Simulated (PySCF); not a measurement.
**He⁺ (helium, charge +1): UHF calculation**

Configuration: 1s1, 2S determinant. Calculation: PySCF 2.14, in aug-cc-pVDZ-DK; scalar relativity by spin-free X2C-1e.

```json
{
 "Total energy": "-1.994465 hartree",
 "One-electron energy": "-1.9945 hartree",
 "Hartree (Coulomb) energy": "0.6232 hartree",
 "Exchange energy": "-0.6232 hartree",
 "⟨S²⟩": "0.7500",
 "⟨L²⟩": "0.000",
 "Sum of ⟨r⟩": "0.7555 bohr",
 "Sum of ⟨r²⟩": "0.7706 bohr²",
 "Langevin diamagnetic susceptibility": "-0.610 ×10⁻⁶ cm³/mol",
 "Time after the integrals": "0.04 s of wall time on 1 thread of Neoverse-N1 (shared host)"
}
```

| shell | electrons | mean orbital energy (eV) | rms radius, mean of both spins (bohr) |
| --- | --- | --- | --- |
| 1s α | 1 | -54.272 | 0.878 |
